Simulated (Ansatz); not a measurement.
Basis-set extrapolation for H$_{5}$O$_{3}$Si$_{2}$, SMILES `O[SiH]O[SiH2]O` radical (PBE0-D4/def2-TZVP geometry, frozen core, Ansatz 0.2.0). Multiplicity 2, UHF reference.

```json
{"": "HF", "def2-TZVPP": "-805.661691", "def2-QZVPP": "-805.692460"}
{"": "MP2 correlation", "def2-TZVPP": "-0.933705", "def2-QZVPP": "-1.010641"}
{"": "CCSD(T) correlation", "def2-TZVPP": "-0.996684", "def2-QZVPP": "not run"}
```

Energies in hartree. Use E(X) = E(∞) + A·exp(−7.88·√X) for Hartree–Fock and E(X) = E(∞) + B·X^(−2.97) for correlation, with X = 3 and 4, and add CCSD(T) minus MP2 of the smaller set to the MP2 limit.

Problem. What is the CCSD(T) energy at the basis-set limit?

Solution. HF limit: -805.692460 + (-0.030769) × 0.13774 = -805.69670. MP2 limit: -1.010641 + (-0.076936) × 0.74074 = -1.06763. Higher-order term: -0.996684 − (-0.933705) = -0.06298. Total: -806.82731 hartree, 443.5 kJ/mol below CCSD(T)/def2-TZVPP.
